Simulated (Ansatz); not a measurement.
Relaxation of CHN$_{2}$Si (5 atoms, charge 0, multiplicity 2), to a largest force component of 0.02 eV/Å in at most 50 steps.

Theory: UKS B3LYP-D4/def2-SVP in Ansatz 0.2.0.

```xyz
5
Properties=species:S:1:pos:R:3
C -0.643 1.273 -0.713
N -0.354 0.129 -0.412
Si 0.361 -1.183 0.379
N 0.981 -2.445 1.047
H -0.345 2.226 -0.301
```

Question: Where does it end, and by what steps?

Answer: The run converged. After 13 steps the energy has fallen by 1.172 eV; N4 moved furthest, 1.17 Å.

```
step  energy less start (eV)  largest force component (eV/Å)  accepted
   0                  0.0000                           0.927       yes
   1                 -0.0284                           0.481       yes
   2                 -0.0442                           0.264       yes
   3                 -0.1097                           0.490       yes
   4                 -0.1450                           0.521       yes
   5                 -0.2696                           1.727       yes
   6                 -0.6014                           2.142       yes
   7                 -0.8590                           2.058       yes
   8                 -1.0589                           1.403       yes
   9                 -1.1233                           0.788       yes
  10                 -1.1473                           0.176       yes
  11                 -1.1591                           0.698       yes
  12                 -1.1715                           0.067       yes
  13                 -1.1720                           0.013       yes
```

```xyz
5
Properties=species:S:1:pos:R:3
C -0.430 1.164 -0.454
N 0.112 0.341 0.145
Si 1.030 -1.177 1.156
N 0.228 -2.257 0.174
H -0.941 1.929 -1.021
```

Whether the end is a true minimum wasn't checked by a vibrational analysis.

The run took 27 s on 2 threads of Arm Neoverse V1 (shared host), peak memory 0.15 GiB.
